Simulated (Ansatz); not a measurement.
Geometry optimisation, RKS PBE-D4/def2-SVP (Ansatz).

The input (input.yaml):

```yaml
crystal:
  periodic: [false, false, false]
  atoms:
    - { symbol: C, position_ang: [-0.6834, 0.8324, -0.0735] }
    - { symbol: O, position_ang: [0.4154, 0.3941, 0.5395] }
    - { symbol: C, position_ang: [0.2641, -0.9906, 0.4795] }
    - { symbol: Zn, position_ang: [0.333, -0.4953, -2.0947] }
    - { symbol: H, position_ang: [-0.4451, 1.4794, -0.986] }
    - { symbol: H, position_ang: [-1.305, 1.5239, 0.6246] }
    - { symbol: H, position_ang: [1.1796, -1.4187, -0.0645] }
    - { symbol: H, position_ang: [0.3336, -1.3823, 1.5193] }
basis:
  gaussian: { orbitals: def2-SVP }
hamiltonian:
  xc: pbe
  dispersion: d4
relax:
  f_tol: 0.015
  max_steps: 40
```

Launched with:

```bash
$ ansatz run input.yaml --threads 1 --pin off --max-ram 2048MiB --backend cpu --events-out ev --progress --plain --runs-dir out
```

Where does it end, and by what steps?

It converged. After 16 steps the energy has fallen by 4.735 eV; H7 moved furthest, 1.07 Å. Joined: C1–C3.

| step | energy less start (eV) | largest force component (eV/Å) | accepted |
| --- | --- | --- | --- |
| 0 | 0.0000 | 3.347 | yes |
| 1 | -1.4415 | 2.423 | yes |
| 2 | -2.8217 | 1.858 | yes |
| 3 | -4.1283 | 1.763 | yes |
| 4 | -4.5138 | 1.091 | yes |
| 5 | -4.6100 | 0.209 | yes |
| 6 | -4.6278 | 0.180 | yes |
| 7 | -4.6325 | 0.087 | yes |
| 8 | -4.6364 | 0.330 | yes |
| 9 | -4.6449 | 0.179 | yes |
| 10 | -4.6650 | 0.147 | yes |
| 11 | -4.6933 | 0.211 | yes |
| 12 | -4.7238 | 0.223 | yes |
| 13 | -4.7267 | 0.350 | yes |
| 14 | -4.7336 | 0.113 | yes |
| 15 | -4.7340 | 0.165 | yes |
| 16 | -4.7353 | 0.014 | yes |

```xyz
8
Properties=species:S:1:pos:R:3
C -0.546 0.612 0.170
O 0.881 0.503 0.084
C 0.142 -0.629 0.559
Zn 1.209 -0.126 -2.503
H -1.071 0.652 -0.806
H -0.925 1.304 0.944
H 0.119 -1.496 -0.133
H 0.283 -0.877 1.628
```

Time of the run: 62 s on 1 thread of Arm Neoverse V1, on a shared host, peak memory 0.18 GiB.
